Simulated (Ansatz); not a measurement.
Reaction (hydrogenolysis of a C–F bond): `FC([SiH3])I` + H₂ → `[SiH3]CI` + H–F

Program: Ansatz. Geometries: PBE0-D4/def2-TZVP. ΔE: electronic, gas phase. CCSD(T)/CBS is the MP2 limit (def2-TZVPP, def2-QZVPP) plus CCSD(T) − MP2 in def2-TZVPP, frozen cores. This one scheme is used for every species. Functionals use def2-TZVPP. B3LYP here is the variant with VWN-RPA as its local correlation; programs differ in this. Elements past krypton have def2 core potentials. For I outer-core shells are correlated without core-valence functions, which leaves a few kJ/mol of doubt a bond.

`FC([SiH3])I`:

Cartesian coordinates in Å:
```
F -0.946 -1.678 0.237
C -0.818 -0.388 -0.198
Si 0.954 0.259 0.032
I -2.161 0.888 0.912
H -1.191 -0.330 -1.222
H 1.009 1.625 -0.538
H 1.883 -0.641 -0.701
H 1.272 0.264 1.478
```

H₂:

```xyz
2

H     0.333    0.148    0.079
H    -0.333   -0.148   -0.079
```

`[SiH3]CI`:

Cartesian coordinates in Å:
```
Si -0.892 0.332 -0.115
C 0.746 -0.548 0.142
I 2.354 0.860 0.010
H -1.069 1.367 0.933
H -1.997 -0.662 -0.018
H -0.913 0.960 -1.458
H 0.943 -1.302 -0.619
H 0.828 -1.007 1.126
```

H–F:

Cartesian coordinates in Å:
```
F 0.388 0.163 -0.186
H -0.388 -0.163 0.186
```

| level | ΔE (kcal/mol) |
| --- | --- |
| ωB97M-V | -29.4 |
| BLYP | -25.9 |
| B3LYP | -28.6 |
| CAM-B3LYP | -29.0 |
| CCSD/def2-SVP | -30.6 |
| MP2/def2-TZVPP | -33.5 |
| SCS-MP2/def2-QZVPP | -32.7 |
| MP2/CBS(def2) | -33.8 |

What does CCSD(T)/CBS give? (Estimate.)

The calculation gave: -32.3 kcal/mol. The listed levels differ from it by 2.9, 6.4, 3.7, 3.3, 1.7, -1.2, -0.4, -1.5 kcal/mol.

Largest T1 diagnostic among the species: 0.011.

From BLYP to BHLYP (50 % exact exchange), in def2-TZVPP and without D4, ΔE moves by −5.3 kcal/mol. At CCSD(T), def2-SVP lies +2.8 kcal/mol from the extrapolated value and def2-TZVPP +0.4 kcal/mol. Leaving LDA and LC-ωPBE aside and taking each functional with its dispersion term where it has one, the values, not all of them listed here, spread over 7.7 kcal/mol, from PBE-QIDH to BLYP-D4.

CCSD(T)/CBS has its own doubt, a few kJ/mol and more with outer-core shells, so smaller differences from it don't rank the levels.
